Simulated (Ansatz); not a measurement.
System: sum formula H₆Si₂OF, net charge 1, singlet state. It need not be the lowest isomer of its formula. 
Geometry from a B3LYP-D3(BJ)/def2-TZVP (Ansatz, an electronic-structure program) optimisation:
```xyz
10

F      1.1305    -0.4152    -1.5553
Si     1.3479    -0.2241    -0.0099
O     -0.1091     0.6557     0.4967
Si    -1.8230     0.0660     0.4995
H      1.2491    -1.4902     0.7087
H      2.4135     0.7248     0.3049
H      0.0132     1.6056     0.6617
H     -2.4641     0.8635    -0.5498
H     -2.2699     0.3464     1.8670
H     -1.5920    -1.3454     0.1779
```
Charge +1, spin multiplicity 1.

Total electronic energies in hartree. Correlated levels leave the core frozen unless marked. Spin-orbit coupling is left out. Non-relativistic. Basis-set limits of correlation are two-point, X^-3; Hartree-Fock from the larger set. [CCSD(T)-MP2]/basis is that difference in the basis named.

```tsv
level	program	energy (Eh)
HF/cc-pV(D+d)Z	Ansatz	-755.53680
HF/cc-pVTZ	Ansatz	-755.63064
PBE-D3(BJ)/def2-TZVPD	Ansatz + dftd3	…
BLYP-D3(BJ)/def2-TZVPD	Ansatz + dftd3	-757.57673
revPBE/def2-TZVPD	Ansatz	-757.40197
B3LYP/def2-TZVPD	Ansatz	-757.64393
PBE0/STO-3G	Ansatz	…
BHLYP/def2-TZVPD	Ansatz	-757.53092
HSE06-D4/def2-TZVPD	Ansatz + dftd4	-757.14952
CAM-B3LYP/def2-TZVPD	Ansatz	-757.56412
wB97X-V/def2-TZVPD	Ansatz	-757.44554
PBE-QIDH/def2-TZVPD	Ansatz	…
RPA@PBE/cc-pV(T+d)Z	Ansatz	-756.80541
RPA@PBE/cc-pV(Q+d)Z	Ansatz	-756.93974
RI-MP2/cc-pV(Q+d)Z	Ansatz	-756.45547
CCSD/cc-pV(T+d)Z	Ansatz	-756.40913
CCSD/cc-pwCVTZ	Ansatz	-756.42489
CCSD/CBS(cc-pV(T+d)Z,cc-pV(Q+d)Z)	Ansatz	-756.5274
CCSD(T)/cc-pV(D+d)Z	Ansatz	-756.16209
CCSD(T)/cc-pV(T+d)Z	Ansatz	-756.43179
RI-MP2/CBS(cc-pV(T+d)Z,cc-pV(Q+d)Z)+[CCSD(T)-MP2]/cc-pV(D+d)Z	Ansatz	-756.5554
RI-MP2/CBS(cc-pV(T+d)Z,cc-pV(Q+d)Z)+[CCSD(T)-MP2]/cc-pV(T+d)Z	Ansatz	-756.5603
CCSD(T)/CBS(cc-pV(T+d)Z,cc-pV(Q+d)Z)	Ansatz	-756.5558
```

Question: Some entries are withheld; supply them.

Answer: 
- PBE-D3(BJ)/def2-TZVPD, energy (Eh): -757.10806
- PBE0/STO-3G, energy (Eh): -747.92687
- PBE-QIDH/def2-TZVPD, energy (Eh): -756.97804
